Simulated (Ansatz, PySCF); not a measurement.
AsF₂GaH₂, SMILES [Ga]([AsH2])([F])[F]. Atoms are numbered in the order given.

```xyz
6

Ga    -0.7814    -0.0098     0.0000
As     1.5978     0.0630     0.0000
H      1.6133    -0.9913     1.1008
H      1.6133    -0.9913    -1.1008
F     -1.7628     0.0115    -1.4478
F     -1.7628     0.0115     1.4478
```
Charge 0, spin multiplicity 1.

Coordinates come from a r2SCAN-D4/def2-SVP optimisation. The structure was generated by enumeration; whether it is a known compound was not checked.

Vertical ionisation energy (IE) and electron affinity (EA) in eV. Rows of orbital energies are one-electron estimates. Where ΔSCF, EOM or ADC give a negative EA the extra electron is unbound and the value depends on the basis.

| level | IE | EA |
|---|---|---|
| −ε(HOMO), −ε(LUMO), M06-2X/def2-TZVP (PySCF) | 9.56 | 0.82 |
| −ε(HOMO), −ε(LUMO), PBE/def2-TZVP (PySCF) | (withheld) | (withheld) |
| ΔSCF, PBE0/def2-SVPD (Ansatz), final states of multiplicity 2 and 2 | 10.79 | 0.07 |
| ΔSCF, PBE/def2-SVPD (Ansatz), final states of multiplicity 2 and 2 | 10.57 | 0.19 |

Question: Some entries are withheld; supply them. (The exact figures need the calculation; the answer reports its results.)

Answer: 
- −ε(HOMO), −ε(LUMO), PBE/def2-TZVP (PySCF), IE: 7.41
- −ε(HOMO), −ε(LUMO), PBE/def2-TZVP (PySCF), EA: 2.33

Question: What vertical singlet–triplet gap does ΔSCF give with PBE0/def2-SVPD (Ansatz, a quantum-chemistry and plane-wave program) and with PBE/def2-SVPD (Ansatz)? (The exact figures need the calculation; the answer reports its results.)

Answer: 4.90 and 4.70 eV (triplet above singlet where positive).
